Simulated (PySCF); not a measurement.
Mo(S)2(OH)(SH) (H2MoOS3), SMILES [OH][Mo](=[S])(=[S])[SH], multiplicity 1.

Geometry optimised at B3LYP-D3(BJ)/def2-SVP. The multiplicity is an assumed one; other spin states were not compared. The def2 effective core potentials stand for the cores of Mo; spin–orbit coupling is left out. One conformer was computed; it need not be the lowest.

These are PBE/def2-TZVP (PySCF) values and carry that method's errors.

The total energy is -1338.92538 hartree, the highest occupied level is -6.38 eV and the lowest empty level is -4.11 eV. The orbital gap is 2.27 eV and the dipole moment comes out as 2.12 D. The quadrupole, principal values (traceless, Buckingham form, about the centre of nuclear charge) comes out as -6.99, -1.34, 8.33 D·Å and the mean static polarisability comes out as 107.8 bohr³ (15.98 Å³). The polarisability, principal values is 85.1, 113.7, 124.7 bohr³.
